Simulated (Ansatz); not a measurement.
`C[SiH2]O` + `N[Si](O)(Cl)Cl` → `O[SiH2]N[Si](O)(Cl)Cl` + CH₄  (ligand exchange at the Si–C bond)

Computed with Ansatz on PBE0-D4/def2-TZVP structures; ΔE is electronic, products minus reactants. CCSD(T)/CBS is the MP2 limit (def2-TZVPP, def2-QZVPP) plus CCSD(T) − MP2 in def2-TZVPP, frozen cores. This one scheme is used for every species. One conformer a species, not always the lowest.

`C[SiH2]O`:

```xyz
9

C    -0.221   -0.316   -1.108
Si   -0.274    0.173    0.689
O     1.175   -0.048    1.451
H    -1.209   -0.197   -1.562
H     0.082   -1.359   -1.220
H     0.480    0.307   -1.671
H    -1.232   -0.680    1.434
H    -0.702    1.599    0.789
H     1.902    0.522    1.199
```

`N[Si](O)(Cl)Cl`:

Z-matrix (Å, degrees):
```
Si
O 1 1.625
Cl 1 2.039 2 103.8
N 1 1.692 2 111.4 3 124.8
Cl 1 2.043 2 112.5 3 -116.6
H 2 0.960 1 116.0 3 -177.1
H 4 1.008 1 119.8 2 -59.5
H 4 1.007 1 119.6 2 155.6
```

`O[SiH2]N[Si](O)(Cl)Cl`:

```xyz
12

O     1.316   -1.390    0.338
Si    0.306   -0.556    1.357
N    -0.201    0.831    0.482
Si   -0.677    0.916   -1.156
O    -0.195   -0.427   -1.919
Cl    0.115    2.619   -1.959
Cl   -2.693    1.053   -1.404
H     1.394   -2.334    0.487
H     1.000   -0.079    2.578
H    -0.799   -1.476    1.730
H    -0.125    1.711    0.969
H     0.559   -0.866   -1.501
```

CH₄:

Z-matrix (Å, degrees):
```
C
H 1 1.090
H 1 1.090 2 109.5
H 1 1.090 2 109.5 3 -120.0
H 1 1.090 2 109.5 3 120.0
```

| species | HF/CBS(def2) energy (Eh) |
| --- | --- |
| `C[SiH2]O` | -405.29306 |
| `N[Si](O)(Cl)Cl` | -1339.34749 |
| `O[SiH2]N[Si](O)(Cl)Cl` | -1704.45355 |
| CH₄ | -40.21695 |

Work out ΔE.

ΔE = (-1704.45355) + (-40.21695) − (-405.29306) − (-1339.34749) = -0.02995 Eh = -78.6 kJ/mol. CCSD(T)/CBS gives -82.0 kJ/mol.

Largest T1 diagnostic among the species: 0.011.

In def2-TZVPP, CCSD(T) changes the Hartree–Fock value by −4.7 kJ/mol (the triples alone add −1.7 kJ/mol) and MP2 by −6.7 kJ/mol. The D4 term adds −10.7 kJ/mol with B3LYP and −6.3 kJ/mol with PBE0; it sums over pairs of atoms, weighted by their polarisabilities, and B3LYP, whose exchange is more repulsive, gets the larger term.

B3LYP here is the variant with VWN-RPA as its local correlation; programs differ in this.
